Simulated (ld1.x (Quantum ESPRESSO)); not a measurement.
**Configuration tests for Pt (Z = 78) (RRKJ)**

```json
{"Element": "platinum", "Generator": "ld1.x (Quantum ESPRESSO) 7.5", "Type": "norm-conserving RRKJ (Kleinman–Bylander form)", "Functional": "PBEsol", "Relativity": "fully relativistic", "Frozen core": "[Kr] 4d10 4f14", "Valence charge": "18", "Reference configuration": "5s2 5p6 5d10 6s0 6p0", "Partial waves": "5s (bound): rc 1.70 bohr; 5p (bound): rc 1.55 bohr; 5d (bound): rc 1.90 bohr", "Local potential": "the d channel", "Core correction": "a·sin(br)/r model core inside 1.60 bohr", "rho0": "0.001"}
```

Open shells are filled in proportion to 2j + 1 (rel_dist='average').

Energies are relative to the spin-unpolarised reference configuration 5s2 5p6 5d10 6s0 6p0; without spin polarisation the order of configurations can differ from experiment. Not all tests gave a result: 3 of 7 tests not solved or not reliable. Left out of the table: 5s2 5p6 5d9 6s1 6p0 (solver errors, printed error -3.5 eV); 5s2 5p6 5d9 6s0.5 6p0 (solver errors, printed error -909 meV); 5s1 5p6 5d9 6s1 6p0 (solver errors, printed error -4.1 eV). The d channel is local and has no spin–orbit splitting in the pseudo-atom.

Question: Give the all-electron excitation energy and the error of the potential for: 5s2 5p6 5d9 6s0 6p0; 5s2 5p6 5d8 6s0 6p0; 5s2 5p6 5d9 6s0 6p1; 5s2 5p6 5d6 6s0 6p0.

Answer:

```tsv
valence configuration	charge	ΔE all-electron (eV)	error AE − PS (meV)
5s2 5p6 5d9 6s0 6p0	+1	9.274	+7.4
5s2 5p6 5d8 6s0 6p0	+2	29.286	-1.7
5s2 5p6 5d9 6s0 6p1	0	5.119	+75
5s2 5p6 5d6 6s0 6p0	+4	107.198	-50
```

Note: ghost state, extra bound levels that the all-electron valence spectrum of the same l lacks: s at -518.7 eV. A true bound ghost makes a file unfit for plane-wave use. The potential misses its own reference levels by up to 0.8 eV.
